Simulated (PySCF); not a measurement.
# CBr⁻: energy against distance

Set-up: basis C aug-cc-pVDZ-DK, Br aug-cc-pVDZ-DK; spin-free X2C with a Gaussian nucleus; PySCF 2.14. Energies in eV from C + Br⁻ in their ground configurations at the same level. State: ³Σ⁻ (triplet), unpaired electrons π ↑↑.

```csv
R (Å),PBE,TPSSh,UHF-SCS-MP2
1.766,-1.562,-1.214,-0.558
1.849,-1.838,-1.506,-0.862
1.931,-1.986,-1.668,-1.035
1.992,-2.037,-1.730,-1.105
2.054,-2.051,-1.756,-1.138
2.116,-2.038,-1.755,-1.144
2.198,-1.990,-1.721,-1.121
2.300,-1.897,-1.646,-1.062
2.424,-1.761,-1.527,-0.967
2.588,-1.566,-1.349,-0.829
```

Problem. Put a parabola through the three lowest points of the PBE curve and estimate Re, k and ωe (reduced mass 10.42 u; 1 eV/Å² = 0.16022 mdyn/Å; ωe = 1302.8·√(k/μ) cm⁻¹).

Solution. Through R = 1.992, 2.054, 2.116 Å the second-order coefficient is 3.51 eV/Å², so Re ≈ 2.055 Å, k ≈ 1.13 mdyn/Å and ωe ≈ 428 cm⁻¹. A polynomial fit of higher order to the unrounded PBE energies gives Re = 2.053 Å, k = 1.16 mdyn/Å, ωe = 436 cm⁻¹; anharmonicity and rounding make the difference.

The higher-order fit for each curve: PBE: Re = 2.053 Å, ωe = 436 cm⁻¹, De = 2.05 eV; TPSSh: Re = 2.080 Å, ωe = 408 cm⁻¹, De = 1.76 eV; UHF-SCS-MP2: Re = 2.099 Å, ωe = 385 cm⁻¹, De = 1.14 eV.

Correlated steps freeze 10 core orbitals. Correlated levels converge slowly with the basis: in double zeta they bind strong bonds too weakly, by up to about 1 eV, and carry superposition errors of some tenths. Spin–orbit coupling is left out. For an ion De counts to the pair picked by the measured ionisation energies or electron affinities, which need not be the lowest pair at this level. The highest Kohn–Sham level is positive in this anion. Much of that is self-interaction error, but it also means that the finite basis helps to hold the extra electron. The state is the lowest determinant that a PBE0 search found; another state may lie lower at other levels.
